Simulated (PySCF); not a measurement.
Compound: C4H8OSi.
Atom-mapped SMILES: `[SiH3:1][O:2][CH:3]=[C:4]1[CH2:5][CH2:6]1` (hydrogens: H7, H8, H9 on Si1; H10 on C3; H11, H12 on C5; H13, H14 on C6)

The calculation used PySCF 2.14.0, PBE0-D3(BJ)/def2-SVP geometry optimisation, gas phase.

(1) List the bond lengths, angles and torsions at this level.

Results:

(1) 
```tsv
bond	length (Å)	order
Si1–O2	1.674	single
O2–C3	1.357	single
C3=C4	1.323	double
C4–C5	1.461	single
C5–C6	1.526	single
C4–C6	1.459	single
Si1–H7, Si1–H9	1.495	single
Si1–H8	1.485	single
C3–H10	1.099	single
C5–H11, C5–H12	1.096	single
C6–H13, C6–H14	1.096	single
```

Bonds in one row agree within 0.01 Å and their mean is given. Orders are formal, as drawn. A selection of angles:
```tsv
angle	degrees
O2–Si1–H7	110.7
O2–Si1–H8	105.9
O2–Si1–H9	110.5
H7–Si1–H8	110.6
H7–Si1–H9	108.7
Si1–O2–C3	125.5
O2–C3–C4	122.6
O2–C3–H10	116.7
C4–C3–H10	120.7
C3–C4–C5	148.2
C3–C4–C6	148.7
C5–C4–C6	63.0
C4–C5–C6	58.4
C4–C5–H11	119.0
C6–C5–H11	118.0
H11–C5–H12	113.9
C5–C6–H13	118.0
C4–C6–C5	58.6
C4–C6–H13	118.7
H13–C6–H14	114.0
```

Torsions: Si1–O2–C3–C4 -173° (antiperiplanar); O2–C3–C4–C5 180° (antiperiplanar); C3–C4–C5–C6 -179° (antiperiplanar); C3–C4–C6–C5 179° (antiperiplanar). The mirror-image conformer, all signs reversed, is as good.

The 4 C–C bonds span 1.323 Å (C3=C4, drawn double) to 1.526 Å (C5–C6, drawn single), a spread of 0.203 Å. Si1 (oxygen-bound silicon) is distorted tetrahedral (angles from 105.9° to 110.7°). The 3-membered ring C4–C5–C6 has internal angles of 58.4° to 63.0°. O2 (silyl ether oxygen) is bent (angle 125.5°).

Point group: near Cs, missed by 0.33 Å at most; the miss may be what the optimiser left on a soft mode. Stationary, but not proved a minimum. The numbers are those of one conformer.
